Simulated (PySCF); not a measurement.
ClFH5NSi2, SMILES N[SiH2][Si@H](F)Cl.

Geometry optimised at PBE0-D3(BJ)/def2-SVP. The structure was generated by enumeration; whether it is a known compound was not checked. Other conformers were not sampled.

Two levels are set side by side: PBE/def2-TZVP (PySCF) and B3LYP/def2-TZVP (PySCF). Same geometry, gas phase. Differences are taken from unrounded values.

```
quantity                       PBE
---------------------------  -----
orbital gap (eV)              4.49
highest occupied level (eV)  -6.03
lowest empty level (eV)      -1.53
dipole moment (D)             2.63
mean polarisability (bohr³)   75.2
```

Q: These are the PBE values. What does B3LYP give? (The exact figures need the calculation; the answer reports its results.)

A: 
```csv
quantity,B3LYP,PBE minus B3LYP
orbital gap (eV),6.21,-1.72
highest occupied level (eV),-7.11,1.08
lowest empty level (eV),-0.90,-0.64
dipole moment (D),2.64,-0.01
mean polarisability (bohr³),72.2,3.1
```

PBE's occupied levels lie high since its potential decays too fast outside the molecule; exact exchange lowers them and widens the gap. Loosely held outer electrons make PBE densities more polarisable. Differences between two approximate levels are no errors against the true value.

Rough cost on one machine, each run with all the roots and properties that it gave: B3LYP against PBE within a factor of 2.
